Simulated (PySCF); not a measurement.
**Continuum solvent and chemical shifts**

Numbering as in the mapped SMILES `[CH3:1][C:2]#[N+:3][AlH2-:4][C:5]([Cl:6])([Cl:7])[Cl:8]`. Hydrogens are named by the atom that carries them.

GIAO PBE0/pcSseg-1 in PySCF 2.14.0 with density-fitted response routines on one PBE0-D3(BJ)/def2-SVP conformer, non-relativistic, equivalent nuclei averaged. Solvents enter as an IEF-PCM continuum (chloroform with ε = 4.7, acetonitrile with ε = 35.7) around the gas-phase geometry. Shifts are referred to TMS, AlH4- computed in the same medium.

Gas phase, δ in ppm: C2 130.9, C5 122.8, C1 2.7, Al4 48.6, H(Al4) 3.90, H(C1) 2.41. Dipole moment 7.75 D.

**Question.** How does each δ change in the continuum?

**Answer.** 
```csv
atoms,environment,"Δδ, chloroform","Δδ, acetonitrile"
C2,nitrilium-type carbon,+5.5,+7.5
C5,fully substituted sp3 carbon bonded to Al and 3 Cl,+0.1,0.0
C1,methyl carbon α to a nitrile,+0.6,+0.9
Al4,"aluminium bonded to C, N, 2 H",-12.7,-16.0
H(Al4),"hydrogen on an aluminium bonded to C, N",-0.30,-0.40
H(C1),hydrogen on a methyl carbon α to a nitrile,+0.27,+0.36
```

Changes are relative to the gas phase. The dipole moment becomes 9.04 D in chloroform, 9.51 D in acetonitrile.

**Question.** Which of the listed nuclei move most (in ppm), and what does the model miss? (N and O are left out, as their reference compounds move with the solvent too.)

**Answer.** Al4 (aluminium bonded to C, N, 2 H, -16.0 ppm) in acetonitrile. A continuum only polarises the solute; specific hydrogen bonds, the anisotropy of aromatic solvents and changes of geometry or conformer are outside it.
